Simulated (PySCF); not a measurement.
# C₆ coefficients of unlike pairs at PBE

Calculated with PySCF 2.14 from the dipole response of each species, C₆(A,B) = (3/π) ∫ α_A(iu) α_B(iu) du, in atomic units, from isotropic polarisabilities. For ions this is the dispersion term alone; charge-induced terms of lower order in 1/R come first.

```csv
species,configuration,basis,relativity,α (bohr³),C₆ (like pair)
Cl²⁺,[Ne] 3s2 3p3 (4S),aug-cc-pV(5+d)Z (8s7p6d4f3g2h),none,5.880,20.94
Ca⁺,[Ar] 4s1 (2S),"x2c-TZVPPall with one added diffuse shell each of s, p, d type (7s6p4d)",spin-free X2C,79.80,582.9
Rb,[Kr] 5s1 (2S),dyall-av2z (22s16p9d),none,393.1,6278
Sb²⁺,[Kr] 4d10 5s2 5p1 (2P),aug-cc-pVQZ-DK3 (9s8p6d3f2g),spin-free X2C,15.61,95.31
```

Problem. Estimate C₆ for Sb²⁺ with Ca⁺.

Solution. The integral gives 194.0. The combination rule 2 C_A C_B / (C_A α_B/α_A + C_B α_A/α_B) gives 184.8 and the geometric mean 235.7.

No spin-orbit coupling is included.

The other pairs:

```csv
pair,C₆
"Rb, Cl²⁺",197.9
"Rb, Ca⁺",1781
"Sb²⁺, Cl²⁺",43.98
"Sb²⁺, Rb",490.5
"Ca⁺, Cl²⁺",81.18
```
